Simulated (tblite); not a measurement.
Isomers of C4H6FNSi. Computed with GFN2-xTB (tblite): harmonic, unscaled wavenumbers at the GFN2-xTB geometry, gas phase. Errors from tens to a few hundred cm⁻¹ against measured bands are possible. Modes of hydrogen on silicon can be 10 to 20 % off. One conformer each.

Electronic energies: GFN2-xTB at the same geometries; isomer energies are rough at this level and their order can be wrong.

| SMILES | electronic energy, lowest = 0 (kJ/mol) |
| --- | --- |
| N#C[SiH2]/C=C/CF | 166.5 |
| N#CC1(F)C[SiH2]C1 | 104.5 |
| N#C[SiH2]/C=C\CF | 165.1 |
| C#C/C=C\[Si@@H](N)F | 0.0 |
| C/C([SiH3])=C(/F)C#N | 106.7 |

Question: How do GFN2-xTB zero-point energies change the relative energies?

Answer: 
```csv
SMILES,ZPE (kJ/mol),of it from modes above 1550 cm⁻¹,electronic (kJ/mol),"with ZPE, lowest = 0 (kJ/mol)",lowest mode (cm⁻¹),rings
C#C/C=C\[Si@@H](N)F,227.2,135.5,0.0,0.0,28,0
N#CC1(F)C[SiH2]C1,229.3,114.2,104.5,106.6,44,1
C/C([SiH3])=C(/F)C#N,218.9,119.1,106.7,98.3,54,0
N#C[SiH2]/C=C\CF,225.8,122.6,165.1,163.6,36,0
N#C[SiH2]/C=C/CF,224.6,122.5,166.5,163.9,28,0
```

The zero-point energies span 10.4 kJ/mol, from `C/C([SiH3])=C(/F)C#N` to `N#CC1(F)C[SiH2]C1`. The lowest isomer stays, but the order above it changes.

Question: What do entropy and thermal enthalpy add at 298.15 K and 1 bar (rigid rotor, harmonic oscillator, one conformer each)?

Answer: 
```csv
SMILES,point group,symmetry number,S (J/(mol K)),H − H(0) (kJ/mol),ZPE + H − H(0) − TS (kJ/mol)
C#C/C=C\[Si@@H](N)F,C1,1,402.9,27.70,134.8
N#CC1(F)C[SiH2]C1,Cs,1,361.6,22.77,144.3
C/C([SiH3])=C(/F)C#N,Cs,1,394.3,26.89,128.2
N#C[SiH2]/C=C\CF,C1,1,389.5,25.60,135.2
N#C[SiH2]/C=C/CF,C1,1,400.6,26.34,131.5
```
